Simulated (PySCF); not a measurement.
## ¹⁷O chemical shifts

PySCF calculation with NMR shieldings at PBE0/pcSseg-1/GIAO and structure optimised with GFN2-xTB; no solvent model, fast rotation and ring inversion assumed for equivalent nuclei, one conformer, non-relativistic.

Shieldings were converted by a linear fit to measured shifts: ¹⁷O: δ = 266.70 − 0.911σ (rms 10.7 ppm, 155 shifts, 12.2 ppm with the 3 outliers that the fit left out vs liquid water, solution or neat liquid). Occasional misses reach two or three times the rms, and more in compound classes unlike the fitted ones.

Task: Give the ¹⁷O shifts of `C[Si@@H]1NC[Si@H](O)N1`, `[SiH3]S[C@H]1CO[SiH2]S1`, `CO[C@H](CCl)[SiH2]CCl`, `CO[Si@@H](CCl)CCCl`.

Result: 
| compound | environment | δ (ppm) |
| --- | --- | --- |
| C[Si@@H]1NC[Si@H](O)N1 | oxygen bonded to Si, H | 8.7 |
| [SiH3]S[C@H]1CO[SiH2]S1 | oxygen bonded to C, Si, in a 5-membered ring | 3.9 |
| CO[C@H](CCl)[SiH2]CCl | ether oxygen | -4.7 |
| CO[Si@@H](CCl)CCCl | oxygen bonded to C, Si | -32.1 |
